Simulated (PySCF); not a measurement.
C6H7F3Si2, SMILES F[Si](F)(c1ccc([SiH3])cc1)F, GFN2-xTB optimised geometry. Atoms within 1.6 Å of the plane z = 0.8 Å (x, y, z in Å): Si2 (1.37, -2.82, -0.01), F3 (1.41, -3.59, 1.38), F4 (2.90, -2.64, -0.39), C5 (0.41, -1.23, -0.01), C6 (1.06, 0.01, 0.00), C7 (0.34, 1.18, 0.00), C8 (-1.05, 1.18, 0.00), Si9 (-2.05, 2.79, 0.00), C10 (-1.69, -0.05, 0.00), C11 (-0.98, -1.23, -0.01), H12 (2.14, 0.04, -0.01), H13 (0.87, 2.13, 0.00), H15 (-1.12, 3.92, -0.02), H16 (-2.87, 2.83, 1.21), H17 (-2.77, -0.08, 0.00), H18 (-1.51, -2.17, -0.01).

Method: PBE0/def2-SVP run with PySCF 2.14.0.

Map of the log10 of the electron density (e/bohr³), floored at −4 on the plane z = 0.8 Å:

```
|                             |
|           .                 |
|        .:::::               |
|      .::-===-:              |
|     :--=++*+=-.             |
|    .-=+*****+-:             |
|   .:=*#####*+-::.           |
|   .-+#%%%#*+=----:          |
|   .-+#%%%#*+==++=-.         |
|   .:=*#####*+***+=:         |
|    .-=+**#######*=:.        |
|     :-==*#%%#%%#*=-:.       |
|     .-=+*#%###%#*+=-:       |
|     :=+*####**#%##*+-.      |
|     :=*##%#*+*#%##*+-.      |
|     :=+*####**###**+-.      |
|     .-=+*#%###%##+=-:       |
|      .-=+##%#%%#*+=-:.      |
|       .-+*######*+===-.     |
|       .-+*****###*+++=:     |
|        :=+++=+*###***+-.    |
|        .--=--=*%%%#*+=-     |
|         .::.:=*%@@#*=-:     |
|             .=*%@@#+-:      |
|              -+*##*=:       |
|              .-=++=:        |
|                :::.         |
|                             |
|                             |
```
Scale: ten equal steps from -4.00 (start of ' ') to -0.482 (end of '@'), in the order ' .:-=+*#%@'; x runs from -6.00 to 6.00, y from -6.00 (bottom) to 6.00 (top).
